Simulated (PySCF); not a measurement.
Spinor energies of Pm(2+) (promethium, charge +2)

Start: [Xe] 4f5; 4f5/2 filled at m_j = -3/2, -1/2, +1/2, +3/2, +5/2. Calculated with PySCF 2.14 in x2c-QZVPPall-2c (16s16p12d6f4g1h, 213 functions): generalised Hartree-Fock with the X2C-1e Hamiltonian and a Gaussian nucleus; one run each with spin-orbit coupling (SO) switched off, then screened by Boettger's factors.

```
spinor shell  electrons  ε, spin-free (eV)  ε, screened SO (eV)  weight of nominal j (screened SO)  rms radius, screened SO (bohr)
       1s1/2          2           -45420.1             -45413.0                              1.000                          0.0264
       2s1/2          2            -7510.4              -7508.1                              1.000                           0.107
       2p1/2          2            -6702.1              -7095.5                              1.000                          0.0918
       2p3/2          4            -6702.1              -6531.1                              1.000                          0.0979
       3s1/2          2            -1695.5              -1694.8                              1.000                           0.277
       3p1/2          2            -1436.2              -1517.2                              1.000                           0.269
       3p3/2          4            -1436.2              -1400.5                              1.000                           0.282
       3d3/2          4            -1080.3              -1095.4                              0.996                           0.254
       3d5/2          6            -1080.3              -1069.5                              0.997                           0.257
       4s1/2          2            -368.21              -367.96                              1.000                           0.630
       4p1/2          2            -280.46              -299.62                              0.976                           0.651
       4p3/2          4            -280.46              -271.83                              0.988                           0.678
       4d3/2          4            -153.33              -160.94                              0.712                           0.742
       4d5/2          6            -153.33              -148.02                              0.808                           0.746
       5s1/2          2            -64.519              -64.475                              1.000                            1.56
       5p1/2          2            -41.001              -44.095                              0.918                            1.74
       5p3/2          4            -41.001              -39.604                              0.959                            1.84
       4f5/2          5            -25.623              -25.603                              0.629                            1.10
```

```tsv
quantity	spin-free	screened SO
E (hartree)	-10013.28247	-10018.66203
M_J	5/2	5/2
⟨J²⟩	13.768	13.175
⟨L²⟩	30.012	29.874
⟨S²⟩	8.755	8.712
```

The determinant has a definite M_J but mixes levels of different J.

Each row is a mean over spinors that exchange with the open shell spreads, by up to 8.491 eV (4d3/2).

Rows whose weight is well below 1 are mixtures of j = l ± 1/2: exchange outweighs spin-orbit coupling there, and the label is only the starting occupation.

Breit and QED terms are absent; they matter most for the inner s and p1/2 levels.

Densities and radii are taken from the X2C orbitals without a picture-change correction, which distorts them close to the nucleus.

Without spin-orbit coupling the j labels of p, d and f shells carry no meaning; the spin-free column gives the mean over the occupied spinors of each nl shell, and its ⟨J²⟩ belongs to a mixture of degenerate components.
